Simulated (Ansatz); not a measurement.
## Ansatz (development build ahead of 0.2.0) run

```yaml
crystal:
  periodic: [false, false, false]
  atoms:
    - { symbol: "N", position_ang: [0.0, 0.55, 3.3] }
    - { symbol: "N", position_ang: [0.0, -0.55, 3.3] }
    - { symbol: Li, position_ang: [1.34, 0.0, 0.0] }
    - { symbol: Li, position_ang: [-1.34, 0.0, 0.0] }
basis:
  gaussian: { orbitals: cc-pVDZ }
hamiltonian:
  xc: hf
```

The input is written out in the form of the current development build from the run's settings.

Output:

* Converged: yes
* Total energy: -123.81546 hartree
* Spin squared of the determinant: 0.000
